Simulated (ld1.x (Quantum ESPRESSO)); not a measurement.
## Cl (Z = 17), TM: configuration errors across variants

ld1.x (Quantum ESPRESSO) 7.5 input, shortened:

```
&input
   title='Cl', zed=17., rel=0, dft='PZ', iswitch=3,
   config='[Ne] 3s2 3p5'
 /
 &inputp
   pseudotype=2, tm=.true., lloc=0,
   nlcc=.true.
 /
2
3P  2  1   5.00   0.00  1.40  1.40  0.0
3S  1  0   2.00   0.00  1.05  1.05  0.0
 &test
   configts(1)='3s2 3p5'
 /
```

All-electron excitation energies from the reference (eV): (1) 3s2 3p4 13.987; (2) 3s2 3p3 39.527; (3) 3s2 3p2 77.928; (4) 3s2 3p1 130.296; (5) 3s2 3p4.5 5.642; (6) 3s1 3p6 11.866; (7) 3s2 3p5.3 -2.177; (8) 3s2 3p5 spin -0.186; (9) 3s2 3p4 spin 13.107.

Spin tests fill each open shell by Hund’s rule, majority spin first.

The default core radius of the base comes out at 0.79 bohr.

3 further variants failed, have other tests or another functional or relativity, and are left out.

Errors AE − PS in meV (a dash: test not solved or not reliable):

```csv
change,(1),(2),(3),(4),(5),(6),(7),(8),(9),bound ghosts
base,+5.2,+33,+106,+256,+1.0,-0.7,+0.2,+3.2,+21,none
"all radii but the core radius scaled by about 1.33 (s 1.40, p 1.86 bohr)",+4.7,+28,+85,+195,+0.9,+1.8,+0.2,+2.3,+16,none
wave 3s (bound): rc 1.05 bohr becomes 3s (bound): rc 1.40 bohr,+4.7,+30,+97,+234,+0.9,+0.1,+0.2,+3.1,+20,none
type TM semilocal; local potential the p channel,+4.4,+29,+98,+246,+0.8,-0.8,+0.2,+3.2,+20,none
core correction a·sin(br)/r model core inside 1.18 bohr,+5.6,+36,+123,+314,+1.0,+1.3,+0.2,+12,+66,none
wave 3p (bound): rc 1.40 bohr becomes 3p (bound): rc 1.48 bohr,+5.2,+33,+106,+256,+1.0,-0.7,+0.2,+3.2,+21,none
"all radii but the core radius scaled by about 1.07 (s 1.12, p 1.50 bohr)",+4.7,+29,+96,+232,+0.9,+0.3,+0.2,+3.1,+20,none
```

Problem. Give the same row for: local potential the p channel.

Solution. +4.2, +28, +93, +233, +0.8, -0.9, +0.1, +3.2, +20; bound ghosts: none.
